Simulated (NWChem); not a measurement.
System: C4H7F; SMILES CC1(F)CC1

NWChem input:

```
start job
memory heap 200 mb stack 900 mb global 1100 mb
geometry units angstroms noautosym nocenter noautoz
  C      1.057502    -1.184232     0.000000
  C     -0.027814    -0.152750     0.000000
  F     -1.267400    -0.732053     0.000000
  C      0.077039     1.126516    -0.756727
  C      0.077039     1.126516     0.756727
  H      0.979312    -1.824066    -0.892311
  H      2.048076    -0.708745     0.000000
  H      0.979312    -1.824066     0.892311
  H     -0.832943     1.471948    -1.253809
  H      1.006468     1.348890    -1.288304
  H     -0.832943     1.471948     1.253809
  H      1.006468     1.348890     1.288304
end
basis spherical
  * library 6-31g*
end
dft
  xc hfexch
  iterations 150
  mulliken
end
task dft energy
esp
  recalculate
  probe 0.07
  range 0.3
  factor 1.0
  spacing 0.02
end
task esp
```

Output (shortened):

```
             Northwest Computational Chemistry Package (NWChem) 7.3.0
             --------------------------------------------------------

                             Geometry "geometry" -> ""
                             -------------------------

 Output coordinates in angstroms (scale by  1.889725989 to convert to a.u.)

  No.       Tag          Charge          X              Y              Z
 ---- ---------------- ---------- -------------- -------------- --------------
    1 C                    6.0000     1.05750200    -1.18423200     0.00000000
    2 C                    6.0000    -0.02781400    -0.15275000     0.00000000
    3 F                    9.0000    -1.26740000    -0.73205300     0.00000000
    4 C                    6.0000     0.07703900     1.12651600    -0.75672700
    5 C                    6.0000     0.07703900     1.12651600     0.75672700
    6 H                    1.0000     0.97931200    -1.82406600    -0.89231100
    7 H                    1.0000     2.04807600    -0.70874500     0.00000000
    8 H                    1.0000     0.97931200    -1.82406600     0.89231100
    9 H                    1.0000    -0.83294300     1.47194800    -1.25380900
   10 H                    1.0000     1.00646800     1.34889000    -1.28830400
   11 H                    1.0000    -0.83294300     1.47194800     1.25380900
   12 H                    1.0000     1.00646800     1.34889000     1.28830400

 Effective nuclear repulsion energy (a.u.)     183.9163339383

  xc_inp: hfexch multiplicative factor not found.

                                 NWChem DFT Module
                                 -----------------

 Summary of "ao basis" -> "ao basis" (spherical)
 ------------------------------------------------------------------------------
       Tag                 Description            Shells   Functions and Types
 ---------------- ------------------------------  ------  ---------------------
 C                           6-31g*                  6       14   3s2p1d
 F                           6-31g*                  6       14   3s2p1d
 H                           6-31g*                  2        2   2s

            General Information
            -------------------
          SCF calculation type: DFT
          Wavefunction type:  closed shell.
          No. of atoms     :    12
          No. of electrons :    40
           Alpha electrons :    20
            Beta electrons :    20
          Charge           :     0
          Spin multiplicity:     1
          Use of symmetry is: off; symmetry adaption is: off
          Maximum number of iterations: 150
          AO basis - number of functions:    84
                     number of shells:    44
          Convergence on energy requested:  1.00D-06
          Convergence on density requested:  1.00D-05
          Convergence on gradient requested:  5.00D-04

              XC Information
              --------------
                     Hartree-Fock (Exact) Exchange  1.000

      Superposition of Atomic Density Guess
      -------------------------------------

 Sum of atomic energies:        -253.50097639

      Non-variational initial energy
      ------------------------------

 Total energy =    -256.610225
 1-e energy   =    -709.732003
 2-e energy   =     269.205444
 HOMO         =      -0.288836
 LUMO         =       0.133033

     ---------------------------------------------
      Total Density - Mulliken Population Analysis
     ---------------------------------------------

    Atom       Charge   Shell Charges
 -----------   ------   -------------------------------------------------------
    1 C    6     6.70   2.00  0.72  2.06  0.67  1.23  0.03
    2 C    6     5.35   2.00  0.67  1.63  0.45  0.52  0.08
    3 F    9     9.50   2.00  0.94  3.41  1.02  2.12  0.01
    4 C    6     6.55   2.00  0.72  2.03  0.65  1.11  0.04
    5 C    6     6.55   2.00  0.72  2.03  0.65  1.11  0.04
    6 H    1     0.77   0.46  0.31
    7 H    1     0.76   0.46  0.30
    8 H    1     0.77   0.46  0.31
    9 H    1     0.76   0.46  0.30
   10 H    1     0.76   0.46  0.30
   11 H    1     0.76   0.46  0.30
   12 H    1     0.76   0.46  0.30

   convergence    iter        energy       DeltaE   RMS-Dens  Diis-err
 ---------------- ----- ----------------- --------- --------- ---------
 d= 0,ls=0.0,diis     1   -254.8775954973 -4.39D+02  5.30D-03  4.61D-01
 d= 0,ls=0.0,diis     2   -254.9357990049 -5.82D-02  2.06D-03  8.86D-02
 d= 0,ls=0.0,diis     3   -254.9440756813 -8.28D-03  8.12D-04  8.05D-03
 d= 0,ls=0.0,diis     4   -254.9451565495 -1.08D-03  1.76D-04  1.57D-04
 d= 0,ls=0.0,diis     5   -254.9451823998 -2.59D-05  5.94D-05  1.55D-05
  Resetting Diis
 d= 0,ls=0.0,diis     6   -254.9451851617 -2.76D-06  1.85D-05  9.42D-07
 d= 0,ls=0.0,diis     7   -254.9451854069 -2.45D-07  3.61D-06  8.36D-08

         Total DFT energy =     -254.945185406934
      One electron energy =     -713.171708364433
           Coulomb energy =      307.672898509847
    Exchange-Corr. energy =      -33.362709490685
 Nuclear repulsion energy =      183.916333938337

 Numeric. integr. density =        0.000000000000

                       DFT Final Molecular Orbital Analysis
                       ------------------------------------

 Vector   18  Occ=2.000000D+00  E=-5.169652D-01
              MO Center=  9.5D-02,  1.1D+00, -1.7D-14, r^2= 2.8D+00
   Bfn.  Coefficient  Atom+Function         Bfn.  Coefficient  Atom+Function
  ----- ------------  ---------------      ----- ------------  ---------------
    45      0.300200   4 C  px               59     -0.300200   5 C  px
    49      0.200408   4 C  px               63     -0.200408   5 C  px
    77     -0.176701   9 H  s                79      0.176113  10 H  s
    81      0.176701  11 H  s                83     -0.176113  12 H  s
    80      0.140204  10 H  s                84     -0.140204  12 H  s

 Vector   19  Occ=2.000000D+00  E=-4.274769D-01
              MO Center=  1.0D-01,  7.2D-01, -3.9D-14, r^2= 2.2D+00
   Bfn.  Coefficient  Atom+Function         Bfn.  Coefficient  Atom+Function
  ----- ------------  ---------------      ----- ------------  ---------------
    47      0.263016   4 C  pz               61     -0.263016   5 C  pz
    46      0.250139   4 C  py               60      0.250139   5 C  py
    18     -0.229032   2 C  py               51      0.180901   4 C  pz
    65     -0.180901   5 C  pz               32      0.160551   3 F  py
     4      0.157578   1 C  py               50      0.154465   4 C  py

 Vector   20  Occ=2.000000D+00  E=-4.049662D-01
              MO Center=  3.7D-02,  2.5D-01,  3.7D-14, r^2= 2.4D+00
   Bfn.  Coefficient  Atom+Function         Bfn.  Coefficient  Atom+Function
  ----- ------------  ---------------      ----- ------------  ---------------
    19      0.400966   2 C  pz               46      0.279338   4 C  py
    60     -0.279338   5 C  py               33     -0.223283   3 F  pz
    50      0.202060   4 C  py               64     -0.202060   5 C  py
    37     -0.192317   3 F  pz               23      0.181263   2 C  pz
    48     -0.168265   4 C  s                62      0.168265   5 C  s

 Vector   21  Occ=0.000000D+00  E= 2.337420D-01
              MO Center=  1.3D+00,  3.5D-01, -8.9D-13, r^2= 4.8D+00
   Bfn.  Coefficient  Atom+Function         Bfn.  Coefficient  Atom+Function
  ----- ------------  ---------------      ----- ------------  ---------------
     6      1.227298   1 C  s                74     -1.083591   7 H  s
    80     -1.024250  10 H  s                84     -1.024250  12 H  s
    48      0.713969   4 C  s                62      0.713969   5 C  s
     7      0.562920   1 C  px               72     -0.431347   6 H  s
    76     -0.431347   8 H  s                51     -0.379737   4 C  pz

[...]

                     NWChem Electrostatic Potential Fit Module
                     -----------------------------------------

 Atom parameters

 Number of atoms is                                   12
 Number of basis functions is                         84

 Grid parameters

 Maximum number of grid points is                  43139
 Number of grid points is                          43138
 Grid range                                     0.300000 nm
 Grid spacing                                   0.020000 nm
 Probe radius                                   0.070000 nm
 Atom radius factor                             1.000000

 Atomic radii

    1    0.100000
    6    0.147000
    9    0.128000
 FASTESP  F
  using M.O. file = ./job.movecs

    Atom              Coordinates                           Charge

                                                  ESP

    1 C     0.105750   -0.118423    0.000000   -0.280002
    2 C    -0.002781   -0.015275    0.000000    0.501846
    3 F    -0.126740   -0.073205    0.000000   -0.316520
    4 C     0.007704    0.112652   -0.075673   -0.267741
    5 C     0.007704    0.112652    0.075673   -0.260360
    6 H     0.097931   -0.182407   -0.089231    0.065906
    7 H     0.204808   -0.070875    0.000000    0.088378
    8 H     0.097931   -0.182407    0.089231    0.065944
    9 H    -0.083294    0.147195   -0.125381    0.112551
   10 H     0.100647    0.134889   -0.128830    0.090946
   11 H    -0.083294    0.147195    0.125381    0.110503
   12 H     0.100647    0.134889    0.128830    0.088547
                                            ------------
                                                0.000000

 Dipole moment                                  0.735782

 Quadrupole moment Qxx                         -2.200739
                   Qyy                         -1.097851
                   Qzz                          3.298590

 RMS deviation kJ/mol                           0.059120

 RRMS %                                        37.923599
```

Level: Hartree-Fock/6-31G* (spherical d). All runs use the structure optimised with PBE0/def2-SVP.
